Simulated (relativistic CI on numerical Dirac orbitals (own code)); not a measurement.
## Tm¹⁷⁺: q coefficients and field-shift factors

Method of calculation: Dirac-Coulomb-Breit CI, orbitals from a KLI potential per configuration, derivatives by finite differences, unscaled Slater integrals, QED left out (own radial code, finite nucleus).

CI space (outside the closed core [Kr] 4d10): 4f6, 4f5 5s, 4f4 5s2. Levels of other configurations are missing.

With x = (α/α₀)² − 1 an excitation energy changes as ω = ω₀ + qx; K = 2q/ω₀ is the relative enhancement. Terms are leading LS components, so labels can repeat. The field-shift factor is F = δν/δ⟨r²⟩ for the transition from the lowest level.

Lowest level 4f6 7F_0.

```csv
Level,ω₀ (cm⁻¹),q (cm⁻¹),K,F (GHz/fm²)
4f6 7F_1,1582.7,3306,4.18,0.117
4f6 7F_2,3944.7,7020,3.56,0.255
4f6 7F_3,6632.6,10310,3.11,0.384
4f6 7F_4,9415.0,13010,2.76,0.497
4f6 7F_5,12156.2,15060,2.48,0.591
4f6 7F_6,14741.1,16300,2.21,0.661
4f6 5D_0,30648.8,-5033,-0.328,0.197
4f6 5D_1,36575.5,3175,0.174,0.502
4f6 5D_2,43710.6,9846,0.451,0.778
4f6 5L_6,46859.2,1486,0.0634,0.453
4f6 5L_7,50593.1,7909,0.313,0.681
4f6 5D_3,51333.1,14770,0.575,1.01
4f6 5G_6,52762.7,6361,0.241,0.71
```

At this charge energies of transitions that change n are usually good to better than 1 %, and those within a shell (Δn = 0) to a few per cent. Terms inside the open d or f shell come out 10 to 20 % too wide with unscaled integrals.
